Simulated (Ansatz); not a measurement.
System: C$_{3}$H$_{9}$Si, charge 0, multiplicity 2. It need not be the lowest isomer of its formula. 
Coordinates optimised at B3LYP-D3(BJ)/def2-TZVP (Ansatz, a program for electronic structure):
```
Si
C 1 1.8861
H 2 1.0914 1 111.41
H 2 1.0914 3 108.02 1 122.68
H 2 1.0958 3 107.84 4 116.31
C 1 1.8861 2 110.08 3 -58.88
H 6 1.0914 1 111.41 2 179.60
H 6 1.0914 7 108.02 1 122.68
H 6 1.0958 7 107.84 8 116.31
C 1 1.8861 2 110.08 3 179.60
H 10 1.0914 1 111.41 2 -179.60
H 10 1.0914 11 108.02 1 -122.68
H 10 1.0958 11 107.84 12 -116.31
```
Charge 0, spin multiplicity 2.

Basis-set convergence of Hartree-Fock and CCSD correlation energies (hartree) with Ansatz. Cores are frozen in the correlated levels unless marked. Open shells are spin-unrestricted. Spin-orbit coupling is left out. No relativistic terms.

```
basis        functions       E(HF)  E(corr, CCSD)
-----------  ---------  ----------  -------------
cc-pV(D+d)Z        110  -407.77309       -0.58659
cc-pV(T+d)Z        255         [?]            [?]
```

### Question
Some entries are withheld; supply them.

### Answer

- cc-pV(T+d)Z, E(HF): -407.82458
- cc-pV(T+d)Z, E(corr, CCSD): -0.69785
